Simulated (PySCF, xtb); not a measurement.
Al(H)(NCO)2 (C2HAlN2O2), SMILES O=C=[N][AlH][N]=C=O. One conformer was computed; it need not be the lowest.

Harmonic wavenumbers (cm⁻¹) from GFN2-xTB (xtb) at its own minimum, in rising order: 40, 89, 95, 96, 181, 478, 488, 524, 527, 528, 530, 575, 690, 1479, 1485, 1972, 2456, 2498.

Question: What does PBE0-D3(BJ)/def2-SVP in PySCF give at its own minimum? (Estimate from the structure and the level; the computed values follow.)

Answer: 40, 96, 116, 120, 254, 494, 528, 628, 637, 641, 652, 654, 707, 1526, 1532, 2038, 2442, 2478. Paired by order, the mean absolute difference is 51 cm⁻¹ and the zero-point energies are 21.1 and 22.3 kcal/mol.
